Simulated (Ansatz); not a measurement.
`C[SiH]1[CH2][SnH2]1`, charge 0, multiplicity 1.

Give a relaxed structure at PBE0-D4/def2-TZVP (Ansatz 0.2.0). (Best estimate.)

Computed: 
Z-matrix (Å, degrees):
```
C
Si 1 1.864
H 1 1.092 2 111.0
H 1 1.092 2 110.6 3 120.3
H 1 1.094 2 110.0 3 -120.1
C 2 1.855 1 119.3 3 -161.6
Sn 2 2.477 1 122.1 3 -90.1
H 2 1.486 1 113.3 3 57.1
H 6 1.087 2 118.7 1 -136.8
H 6 1.088 2 117.9 1 3.9
H 7 1.700 2 124.3 1 165.1
H 7 1.701 2 123.4 1 -22.2
```
This is one stationary point; other conformers may exist.
